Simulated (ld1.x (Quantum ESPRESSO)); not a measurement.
# Which change was made? (Bi, TM)

bismuth (Bi), norm-conserving Troullier–Martins (Kleinman–Bylander form), made with ld1.x (Quantum ESPRESSO) 7.5 (PBE, non-relativistic). Core [Xe] 4f14, reference 5d10 6s2 6p1.5 (charge +1.5). Waves: 6s (bound): rc 2.00 bohr; 5d (bound): rc 1.15 bohr; 6p (bound): rc 2.35 bohr. Local part: the p channel. Core correction: Bessel-smoothed model core inside 0.95 bohr.

Cutoffs, loose and tight: the cutoffs (Ry, on a coarse ladder) from which the occupation-weighted sum of valence levels, in a spherical-Bessel basis at the reference potential, stays within 10 and 1 mRy of its value at 400 Ry. They do not see the model core or the augmentation charge, which bear on the density cutoff. Test errors are all-electron minus pseudo excitation energies from the reference, over the configurations 5d10 6s2 6p3; 5d10 6s2 6p2; 5d10 6s2 6p1; 5d10 6s2 6p3.3; 5d9 6s2 6p4; 5d10 6s2 6p2.5; 5d10 6s2 6p0; variants that change the core or the reference have their own tests.

The base gives: outcome: generated; cutoff, loose: 100 Ry; cutoff, tight: 140 Ry; bound ghosts: none; largest test error (meV): -434.

Problem. After one change the result is: outcome: generated; cutoff, loose: 260 Ry; cutoff, tight: over 300 Ry; bound ghosts: none; largest test error (meV): -209. Which change was it?
A. all radii but the core radius scaled by about 0.79 (s 1.58, p 1.84, d 0.90 bohr)
B. all radii but the core radius scaled by about 1.37 (s 2.74, p 3.22, d 1.58 bohr)
C. all radii but the core radius scaled by about 1.19 (s 2.38, p 2.80, d 1.38 bohr)

Solution. A. The others give: all radii but the core radius scaled by about 1.19 (s 2.38, p 2.80, d 1.38 bohr) → outcome: generated; cutoff, loose: 60 Ry; cutoff, tight: 100 Ry; bound ghosts: none; largest test error (meV): -400 | all radii but the core radius scaled by about 1.37 (s 2.74, p 3.22, d 1.58 bohr) → outcome: generated; cutoff, loose: 60 Ry; cutoff, tight: 100 Ry; bound ghosts: none; largest test error (meV): -232.
